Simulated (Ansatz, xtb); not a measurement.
**Ligand exchange: C2H7ClSi2 + C2H3F3 → C2H7FSi2 + C2H3ClF2**

Species: C2H7ClSi2 `C=C[SiH2][SiH2]Cl`, singlet; C2H3F3 (1,1,1-trifluoroethane) `CC(F)(F)F`, singlet; C2H7FSi2 `C=C[SiH2][SiH2]F`, singlet; C2H3ClF2 (1-chloro-1,1-difluoroethane) `CC(F)(F)Cl`, singlet. The partners trade Cl for F: Si–Cl and C–F bonds give way to Si–F and C–Cl.

Shapes, held fixed at every level: PBE0-D4/def2-TZVP. Flexible molecules stand in one conformer, not always the lowest. Programs: Ansatz 0.2.0, xtb 6.7.1. The zero-point and thermal change to 298 K, harmonic and unscaled (PBE0-D4/def2-TZVP), is -1.6 kJ/mol.

```
                level                    kind  ΔH(298 K) (kJ/mol)  less CCSD(T)/CBS estimate  CPU time (sum over the molecules)
             GFN0-xTB          semi-empirical               +39.8                      +35.5                              0.1 s
    PBE-D4/def2-TZVPP                     GGA                +8.5                       +4.2                               41 s
  BHLYP-D4/def2-TZVPP           global hybrid               +12.7                       +8.4                               57 s
r2SCAN0-D4/def2-TZVPP           global hybrid               +15.3                      +11.0                               87 s
   wB97M-V/def2-TZVPP  range-separated hybrid               +10.3                       +6.0                            3.2 min
     CCSD(T)/def2-SVP   coupled cluster or CI               +30.6                      +26.3                               78 s
   CCSD(T)/def2-TZVPP   coupled cluster or CI                +8.4                       +4.1                             42 min
 CCSD(T)/CBS estimate   coupled cluster or CI                +4.3                        0.0                             48 min
```

The highest level, CCSD(T)/CBS estimate, gives ΔH(298 K) = +4.3 kJ/mol; the levels span +4.3 to +39.8. The column of differences is taken from that level and isn't an error. No measured value is set beside it here. The CBS estimate extrapolates MP2 from def2-TZVPP and def2-QZVPP and adds CCSD(T) − MP2 in the triple-zeta set, cores frozen. Times are processor times on shared x86 and Arm servers, and rough.
